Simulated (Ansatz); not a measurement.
Single points on Ru2Pt2.

```yaml
crystal:
  periodic: [false, false, false]
  atoms:
    - {symbol: Pt, position_ang: [0.866139, 1.600046, 0.723793]}
    - {symbol: Pt, position_ang: [-0.418131, -1.097244, -1.566975]}
    - {symbol: Ru, position_ang: [-1.174937, 0.335063, 0.264145]}
    - {symbol: Ru, position_ang: [0.726940, -0.837865, 0.579038]}
basis:
  gaussian: {orbitals: def2-TZVP, initial_orbitals: start.molden}
hamiltonian: {xc: {name: wB97X-V}}
scf: {omitted_lower_state_checks: [starts]}
output: {orbitals: {seedname: orbitals}}
```

The file start.molden holds the orbitals of an earlier run on this structure, at another level or in another basis.

```sh
$ ansatz run in.yaml --threads 2 --pin off --events-out ev --progress --plain --max-ram 4352MiB
```

Shortened log:

```
Functional definition: wB97X-V
1522 factors; their error is unknown
318 factors; integrals over basis functions are off by at most 1.4e-5 eV
mean field evaluation 1: about -11651.3286 eV, gradient 6.6e0 eV
mean field evaluation 2: about -11651.4902 eV, gradient 3.3e-1 eV
mean field evaluation 4: about -11651.5430 eV, gradient 1.2e-1 eV
mean field evaluation 8: about -11651.5431 eV, gradient 1.8e-5 eV
mean field -11651.54305052 eV, -428.1863094071 hartree, gradient 4.2e-5 eV, S^2 0.000000; 0 other end points of the search recorded, 0 dependent functions left out
reference -11651.54304840 eV, -428.1863093292 hartree; 34, 34 occupied and 126, 126 virtual orbitals, 1522 factors
Total energy: -11651.54304840 eV, -428.1863093292 hartree
Checks for a lower state left out: starts
```

Run time 93 s (2 threads of Arm Neoverse V1 on a shared host), peak host memory 0.83 GiB.

First input, but with `hamiltonian: {xc: r2scan, dispersion: d4}` (abridged; 13 s):

```
Functional definition: r2SCAN
mean field -11663.94880641 eV, -428.6422125271 hartree, gradient 1.3e-5 eV, S^2 0.000000
Total energy: -11663.99521880 eV, -428.6439181508 hartree
Checks for a lower state left out: starts
```

First input, but with `gaussian: {orbitals: def2-TZVPD, initial_orbitals: start.molden}`, `hamiltonian: {xc: pbe0, dispersion: d4}` (abridged; 25 s):

```
Functional definition: PBE0
mean field -11656.51078839 eV, -428.3688704066 hartree, gradient 3.1e-5 eV, S^2 0.000000
Total energy: -11656.74560932 eV, -428.3774999167 hartree
Checks for a lower state left out: starts
```

First input, but with `hamiltonian: {xc: {text: "exchange = 0.90*pbe_x + 0.10*exact_x\ncorrelation = pbe_c"}}` (abridged; 7.5 s):

```
Functional definition: unnamed
mean field -11660.86586166 eV, -428.5289163974 hartree, gradient 8.1e-6 eV, S^2 0.000000
Total energy: -11660.86589891 eV, -428.5289177660 hartree
Checks for a lower state left out: starts
```

First input, but with `hamiltonian: {xc: {text: "exchange = 0.65*pbe_x + 0.35*exact_x\ncorrelation = pbe_c"}}` (abridged; 14 s):

```
Functional definition: unnamed
mean field -11653.71335790 eV, -428.2660667321 hartree, gradient 1.6e-5 eV, S^2 0.000000
Total energy: -11653.71338579 eV, -428.2660677573 hartree
Checks for a lower state left out: starts
```

First input, but with `hamiltonian: {xc: {name: CAM-B3LYP}, dispersion: d4}` (abridged; 26 s):

```
Functional definition: CAM-B3LYP
mean field -11651.09029960 eV, -428.1696711178 hartree, gradient 2.9e-5 eV, S^2 0.000000
Total energy: -11651.34490734 eV, -428.1790277797 hartree
Checks for a lower state left out: starts
```

The first input with `hamiltonian: {xc: {text: "exchange = 0.50*pbe_x + 0.50*exact_x\ncorrelation = pbe_c"}}` (abridged; 26 s):

```
Functional definition: unnamed
mean field -11649.67299985 eV, -428.1175863125 hartree, gradient 3.1e-5 eV, S^2 0.000000
Total energy: -11649.67302170 eV, -428.1175871153 hartree
Checks for a lower state left out: starts
```

Geometry: r2SCAN-D4/def2-SVP.

In the def2 sets Pt, Ru take a core potential; there is no spin–orbit coupling. The restricted singlet is unstable towards broken spin symmetry at other levels; at ωB97X-V/def2-TZVP, r2SCAN-D4/def2-TZVP, PBE0-D4/def2-TZVPD, PBE with 10 % exact exchange/def2-TZVP and others this wasn't settled. At PBE0-D4/def2-TZVP a quintet of charge 0 lies 0.99 eV below the restricted singlet, each at its own geometry. The structure comes from a short search, and lower isomers may exist.
